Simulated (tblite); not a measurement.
Record of a relaxation.

C7H10OSi.
Numbering: `[CH:1]#[C:2][C:3](=[O:4])/[CH:5]=[CH:6]/[SiH:7]([CH3:8])[CH3:9]` (hydrogens: H10 on C1; H11 on C5; H12 on C6; H13 on Si7; H14, H15, H16 on C8; H17, H18, H19 on C9)

Computed with GFN2-xTB (tblite), gas phase: L-BFGS steps from a force-field or distance-geometry start until the largest atomic force falls under 0.01 eV/Å. 6 of its 41 geometries are shown.

Step 0: E = -700.3246 eV, largest atomic force 1.537 eV/Å
```
atom  x, y, z in Å  |  force x, y, z in eV/Å
C1      4.928   -0.480   -0.686   -1.127   0.563   0.342
C2      3.880    0.040   -0.362    0.848  -0.951  -0.415
C3      2.649    0.653    0.052   -0.507   1.096   0.383
O4      2.669    1.779    0.547   -0.058  -0.824  -0.301
C5      1.367   -0.091   -0.164    0.388   0.356   0.104
C6      0.181    0.438    0.179    1.258   0.223   0.015
Si7    -1.449   -0.375   -0.041   -0.022  -1.496  -0.353
C8     -2.268   -0.648    1.609   -0.564  -0.108   0.916
C9     -2.532    0.613   -1.169   -0.819   0.915  -0.598
H10     5.839   -0.923   -0.971   -0.047   0.055   0.019
H11     1.457   -1.071   -0.630   -0.106   0.248   0.147
H12     0.132    1.422    0.639    0.472  -0.011  -0.053
H13    -1.209   -1.699   -0.655    0.001   0.002  -0.014
H14    -3.227   -1.170    1.477    0.336   0.226   0.131
H15    -2.474    0.306    2.114    0.032  -0.374  -0.060
H16    -1.650   -1.261    2.275   -0.210   0.231  -0.148
H17    -3.495    0.118   -1.327    0.222   0.160   0.009
H18    -2.065    0.749   -2.148   -0.154   0.065   0.171
H19    -2.741    1.610   -0.746    0.056  -0.375  -0.297
```

Step 8: E = -700.4999 eV, largest atomic force 0.133 eV/Å
```
atom  x, y, z in Å  |  force x, y, z in eV/Å
C1      4.904   -0.471   -0.681   -0.086   0.014   0.017
C2      3.842   -0.002   -0.368    0.073   0.082   0.019
C3      2.645    0.684    0.055   -0.038   0.058   0.064
O4      2.682    1.791    0.557    0.070  -0.080  -0.056
C5      1.397   -0.068   -0.165   -0.073  -0.022   0.001
C6      0.211    0.436    0.182   -0.032  -0.021  -0.024
Si7    -1.444   -0.439   -0.062   -0.062   0.014   0.004
C8     -2.283   -0.656    1.631    0.005  -0.029  -0.003
C9     -2.549    0.628   -1.187    0.017  -0.027  -0.019
H10     5.815   -0.912   -0.965   -0.022  -0.027  -0.011
H11     1.470   -1.046   -0.616    0.121  -0.041  -0.037
H12     0.220    1.423    0.629    0.017   0.040   0.018
H13    -1.201   -1.756   -0.684   -0.008   0.068   0.029
H14    -3.234   -1.165    1.511   -0.004  -0.008   0.049
H15    -2.478    0.291    2.127    0.031  -0.005  -0.056
H16    -1.666   -1.254    2.296   -0.022  -0.011   0.027
H17    -3.506    0.140   -1.343   -0.005   0.024  -0.025
H18    -2.088    0.773   -2.158   -0.018   0.010  -0.031
H19    -2.747    1.611   -0.768    0.035  -0.039   0.036
```

Step 16: E = -700.5062 eV, largest atomic force 0.049 eV/Å
```
atom  x, y, z in Å  |  force x, y, z in eV/Å
C1      4.893   -0.475   -0.681   -0.020   0.002   0.002
C2      3.842    0.010   -0.362    0.032   0.035   0.012
C3      2.643    0.692    0.061   -0.001   0.040   0.026
O4      2.682    1.799    0.559   -0.004  -0.021  -0.010
C5      1.399   -0.070   -0.165   -0.011   0.002  -0.010
C6      0.210    0.431    0.177   -0.010  -0.021  -0.001
Si7    -1.450   -0.439   -0.062   -0.018  -0.038  -0.011
C8     -2.285   -0.664    1.634    0.013   0.012  -0.017
C9     -2.550    0.625   -1.195    0.018  -0.008   0.022
H10     5.801   -0.920   -0.968   -0.015  -0.027  -0.011
H11     1.502   -1.044   -0.620    0.008  -0.013  -0.004
H12     0.227    1.419    0.626   -0.017   0.007   0.002
H13    -1.202   -1.751   -0.682    0.002  -0.016  -0.008
H14    -3.241   -1.170    1.532    0.017   0.017   0.000
H15    -2.469    0.293    2.114   -0.002  -0.009   0.011
H16    -1.671   -1.257    2.307    0.000   0.015  -0.013
H17    -3.514    0.149   -1.355    0.011   0.013   0.005
H18    -2.093    0.778   -2.168    0.004   0.001   0.017
H19    -2.735    1.603   -0.759   -0.006   0.007  -0.013
```

Step 24: E = -700.5094 eV, largest atomic force 0.044 eV/Å
```
atom  x, y, z in Å  |  force x, y, z in eV/Å
C1      4.876   -0.483   -0.682   -0.011   0.005   0.002
C2      3.850    0.043   -0.346   -0.027  -0.022  -0.016
C3      2.642    0.713    0.071   -0.016   0.028   0.030
O4      2.660    1.818    0.571   -0.007   0.008   0.000
C5      1.410   -0.068   -0.166   -0.012   0.002  -0.002
C6      0.211    0.414    0.169   -0.009  -0.002  -0.001
Si7    -1.452   -0.457   -0.070    0.002  -0.004  -0.005
C8     -2.280   -0.663    1.633    0.018   0.001  -0.019
C9     -2.546    0.625   -1.192    0.020  -0.013   0.010
H10     5.767   -0.952   -0.981    0.000  -0.008  -0.001
H11     1.532   -1.040   -0.621   -0.001  -0.008  -0.002
H12     0.210    1.402    0.619    0.004   0.007   0.004
H13    -1.203   -1.770   -0.692   -0.022   0.017   0.012
H14    -3.240   -1.164    1.543    0.020   0.005  -0.010
H15    -2.458    0.298    2.109    0.013  -0.007  -0.013
H16    -1.664   -1.252    2.306   -0.003   0.004  -0.004
H17    -3.514    0.161   -1.359    0.020  -0.002   0.007
H18    -2.085    0.781   -2.164   -0.002   0.000   0.005
H19    -2.724    1.603   -0.754    0.014  -0.013   0.002
```

Step 32: E = -700.5106 eV, largest atomic force 0.018 eV/Å
```
atom  x, y, z in Å  |  force x, y, z in eV/Å
C1      4.860   -0.485   -0.682   -0.002  -0.006  -0.003
C2      3.841    0.051   -0.342    0.002   0.001  -0.003
C3      2.635    0.723    0.077   -0.007   0.013   0.011
O4      2.648    1.828    0.577    0.004   0.010   0.003
C5      1.410   -0.065   -0.165   -0.007  -0.003   0.000
C6      0.209    0.411    0.168   -0.005   0.007   0.001
Si7    -1.448   -0.465   -0.074    0.003  -0.001  -0.006
C8     -2.271   -0.662    1.629    0.000  -0.005   0.005
C9     -2.537    0.623   -1.191    0.000   0.001  -0.008
H10     5.744   -0.966   -0.985    0.012  -0.006  -0.003
H11     1.542   -1.036   -0.620   -0.013  -0.010  -0.003
H12     0.204    1.399    0.618   -0.003   0.008   0.005
H13    -1.215   -1.779   -0.695    0.003  -0.004  -0.001
H14    -3.232   -1.161    1.540   -0.007  -0.002   0.002
H15    -2.446    0.302    2.100    0.004   0.003   0.000
H16    -1.657   -1.250    2.304    0.009  -0.005   0.005
H17    -3.506    0.162   -1.357   -0.004   0.001   0.001
H18    -2.079    0.782   -2.162    0.007   0.001  -0.008
H19    -2.710    1.599   -0.747    0.003  -0.001   0.002
```

Step 40: E = -700.5108 eV, largest atomic force 0.009 eV/Å
```
atom  x, y, z in Å  |  force x, y, z in eV/Å
C1      4.856   -0.489   -0.683    0.000   0.003   0.001
C2      3.840    0.053   -0.342   -0.007  -0.006   0.000
C3      2.634    0.725    0.078   -0.007   0.005   0.001
O4      2.647    1.830    0.579    0.005   0.001   0.001
C5      1.408   -0.062   -0.163   -0.004  -0.001  -0.003
C6      0.206    0.414    0.168   -0.002   0.001   0.006
Si7    -1.447   -0.467   -0.075    0.004   0.001  -0.001
C8     -2.269   -0.664    1.629    0.000   0.002   0.003
C9     -2.535    0.622   -1.194   -0.002   0.002   0.001
H10     5.740   -0.969   -0.985    0.000  -0.004  -0.002
H11     1.535   -1.034   -0.618    0.007  -0.004  -0.002
H12     0.201    1.401    0.620   -0.007   0.005   0.001
H13    -1.214   -1.782   -0.696    0.006   0.001   0.000
H14    -3.231   -1.161    1.543    0.000  -0.004   0.001
H15    -2.440    0.301    2.098    0.001   0.005   0.005
H16    -1.654   -1.252    2.304    0.004  -0.005  -0.003
H17    -3.505    0.164   -1.358   -0.001  -0.001  -0.006
H18    -2.076    0.781   -2.165    0.001  -0.005   0.001
H19    -2.705    1.598   -0.747    0.001   0.006  -0.003
```

**Question.** Summarise the path.

**Answer.** The energy falls by 17.96 kJ/mol from step 0 to step 40; nine tenths of that is first reached at step 6. It falls at every step. The largest force goes from 1.537 to 0.009 eV/Å. Among the bonds C6–Si7 changes most, from 1.835 to 1.889 Å; the atoms move by 0.065 Å rms after alignment.

The cost below is that of the whole relaxation. The run took 1.1 s on one thread of an Intel Xeon at 2.50 GHz, no GPU, shared host with 64 logical CPUs at a one-minute load of 63.
